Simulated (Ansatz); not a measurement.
C₂H₅O (SMILES CC[O-]), charge -1, singlet, geometry from GFN2-xTB (a gas-phase anion, which may not be bound at this level); MP2/def2-TZVP (Ansatz, a first-principles code).

Ansatz was given this input:
Ansatz 0.2 input:
```yaml
crystal:
  periodic: [false, false, false]
  atoms:
    - {symbol: C, position_ang: [1.14079889, -0.41047783, -0.00910137]}
    - {symbol: C, position_ang: [-0.15104036, 0.49608328, -0.00011144]}
    - {symbol: O, position_ang: [-1.28599144, -0.12785782, 0.01201976]}
    - {symbol: H, position_ang: [0.01912236, 1.20779716, 0.90182864]}
    - {symbol: H, position_ang: [0.00273178, 1.20239996, -0.90920924]}
    - {symbol: H, position_ang: [2.05088849, 0.19671438, -0.01914757]}
    - {symbol: H, position_ang: [1.14631297, -1.04620846, 0.87611273]}
    - {symbol: H, position_ang: [1.13032475, -1.05147317, -0.89046572]}
basis:
  gaussian:
    orbitals: def2-TZVP
total_charge: -1
magnetization: {spin_polarized: false}
correlation: {method: mp2}
```

Output, abridged:

```
Functional definition: HF
854 factors; integrals over basis functions are off by at most 1.2e-3 eV
mean field evaluation 1: about -4175.2907 eV, gradient 2.7e1 eV
mean field evaluation 2: about -4175.2929 eV, gradient 2.7e1 eV
mean field evaluation 4: about -4177.1173 eV, gradient 4.1e0 eV
mean field evaluation 8: about -4177.1602 eV, gradient 2.2e-4 eV
mean field -4177.16023585 eV, -153.5078072867 hartree, gradient 2.5e-6 eV, S^2 0.000000; 0 other end points of the search recorded, 0 dependent functions left out
3 core orbitals not correlated
reference -4177.16023585 eV, -153.5078072867 hartree; 10, 10 occupied and 110, 110 virtual orbitals, 854 factors
second order -16.29923605 eV of doubles, -0.00000000 eV of singles
Total energy: -4193.45947190 eV, -154.1067931634 hartree
```
